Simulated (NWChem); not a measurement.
System: SiHCl, singlet; SMILES [SiH]Cl

Program: NWChem. Low-valent species are run as closed-shell singlets; no triplet was tried in these runs. Coordinates come from a PBE0/def2-SVP optimisation. Level PBE0/def2-SVP: single points from the atomic guess with DIIS by default; each run changes one setting, and all converged runs end within 0.3 mHa of each other. cgmin counts macro-iterations, each dearer than a DIIS step.

Problem. Which setting needs the most SCF iterations, or fails (defaults; core-Hamiltonian guess; no DIIS, 40 % damping; quadratically convergent solver (cgmin); no level shifting)?

Solution. no DIIS, 40 % damping, with 14 against 7 for the defaults.
```tsv
setting	SCF iterations
defaults	7
no DIIS, 40 % damping	14
quadratically convergent solver (cgmin)	4
core-Hamiltonian guess	10
no level shifting	7
```
